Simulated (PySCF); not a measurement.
Job file and geometry (Å, from GFN2-xTB) of an NMR shielding run on SMILES CC[SiH2][SiH2][SiH2]C#C, C₄H₁₂Si₃, PySCF 2.14.0, density-fitted response routines, GIAO PBE0/pcSseg-1 NMR shielding, non-relativistic, gas phase; density fitting, a coarse starting grid and PySCF grid level 2 are the driver's defaults:

```
$ OMP_NUM_THREADS=1 python probes_run.py task.json out

{"job": {"kind": "nmr", "xc": "PBE0", "basis": "pcSseg-1"}, "charge": 0, "multiplicity": 1}
C      2.257488     1.863675    -1.570936
C      2.492471     1.009483    -0.757748
Si     2.816664    -0.330044     0.479735
Si     1.059207    -1.848072     0.432605
Si    -1.049376    -0.991586     0.855098
C     -1.483508     0.343349    -0.432451
C     -2.806508     1.037191    -0.137155
H      2.062439     2.615663    -2.281617
H      4.144015    -0.859189     0.133503
H      2.953604     0.359987     1.772160
H      1.091151    -2.559740    -0.857635
H      1.352088    -2.911827     1.409599
H     -2.137806    -1.982491     0.843210
H     -1.117463    -0.357367     2.182089
H     -0.688151     1.090981    -0.473264
H     -1.529173    -0.106156    -1.426766
H     -3.620322     0.315376    -0.109491
H     -2.767045     1.537438     0.828318
H     -3.039579     1.782578    -0.896716
```

Q: What does the program print?

A: 
```
coarse grid: 16656 points
cycle   1  E = -1027.3431305283  dE =  2.650e-01  |g| = 4.713e-01  |ddm| = 3.844e+00
cycle   2  E = -1027.3253692082  dE =  1.776e-02  |g| = 5.302e-01  |ddm| = 1.050e+00
cycle   3  E = -1027.4011911703  dE = -7.582e-02  |g| = 7.533e-02  |ddm| = 5.646e-01
cycle   4  E = -1027.4019359167  dE = -7.447e-04  |g| = 5.256e-02  |ddm| = 8.582e-02
cycle   5  E = -1027.4026167813  dE = -6.809e-04  |g| = 1.293e-02  |ddm| = 4.499e-02
cycle   6  E = -1027.4026597036  dE = -4.292e-05  |g| = 2.708e-03  |ddm| = 1.308e-02
cycle   7  E = -1027.4026616631  dE = -1.960e-06  |g| = 3.961e-04  |ddm| = 3.030e-03
final grid: 145080 points
cycle   8  E = -1027.4432254568  dE = -2.664e-05  |g| = 6.581e-03  |ddm| = 2.688e-02
cycle   9  E = -1027.4432204221  dE =  5.035e-06  |g| = 7.805e-03  |ddm| = 1.296e-02
cycle  10  E = -1027.4432366276  dE = -1.621e-05  |g| = 5.183e-04  |ddm| = 7.293e-03
cycle  11  E = -1027.4432366854  dE = -5.787e-08  |g| = 1.715e-04  |ddm| = 6.639e-04
cycle  12  E = -1027.4432366923  dE = -6.866e-09  |g| = 5.705e-05  |ddm| = 1.649e-04
cycle  13  E = -1027.4432366928  dE = -4.570e-10  |g| = 3.640e-05  |ddm| = 6.056e-05
cycle  14  E = -1027.4432366931  dE = -3.392e-10  |g| = 4.373e-06  |ddm| = 2.743e-05
converged SCF energy = -1027.4432366931

GIAO shielding tensors (ppm)
atom      isotropic    diamagn.    paramagn.     s11        s22        s33       span
  0 C       80.399     261.443    -181.043     -3.793     -1.535    246.526    250.319
  1 C      101.014     262.076    -161.061      4.339      9.956    288.749    284.410
  2 Si     446.957     880.197    -433.240    428.633    447.474    464.764     36.131
  3 Si     479.374     881.842    -402.468    473.576    478.855    485.691     12.115
  4 Si     413.785     882.391    -468.606    384.301    385.099    471.954     87.654
  5 C      179.973     255.871     -75.898    170.327    179.533    190.059     19.732
  6 C      171.884     245.277     -73.393    161.955    165.029    188.667     26.712
  7 H       29.783      33.772      -3.989     24.296     25.345     39.708     15.412
  8 H       27.197      26.757       0.440     23.206     25.332     33.054      9.848
  9 H       27.307      28.436      -1.129     24.229     25.280     32.412      8.183
 10 H       28.296      30.226      -1.929     25.017     25.906     33.967      8.950
 11 H       28.484      29.279      -0.795     24.514     25.943     34.995     10.480
 12 H       27.685      30.629      -2.943     24.027     26.026     33.002      8.975
 13 H       27.807      31.205      -3.398     24.801     26.322     32.298      7.497
 14 H       30.476      36.818      -6.343     23.669     29.711     38.046     14.377
 15 H       30.916      34.584      -3.668     25.810     30.486     36.451     10.641
 16 H       30.654      28.721       1.933     26.034     28.874     37.054     11.020
 17 H       30.621      29.870       0.752     26.120     29.034     36.710     10.590
 18 H       30.131      28.795       1.336     24.692     27.646     38.054     13.362
```

Q: Turn these shieldings into chemical shifts. References, each an isolated molecule treated in the same way: 13C (σref 186.93), 29Si (σref 349.16), 1H (σref 31.72) against TMS.

A: Averaging equivalent atoms: C 0: 106.5; C 1: 85.9; C 6: 15.0; C 5: 7.0; Si 4: -64.6; Si 2: -97.8; Si 3: -130.2; H 8/9: 4.46; H 12/13: 3.97; H 10/11: 3.33; H 7: 1.93; H 16/17/18: 1.25; H 14/15: 1.02 ppm. 

Size and cost of the density-fitted run: 200 basis functions, 61 s wall time on 1 thread of an Arm Neoverse N1, shared host; peak memory 0.84 GiB.
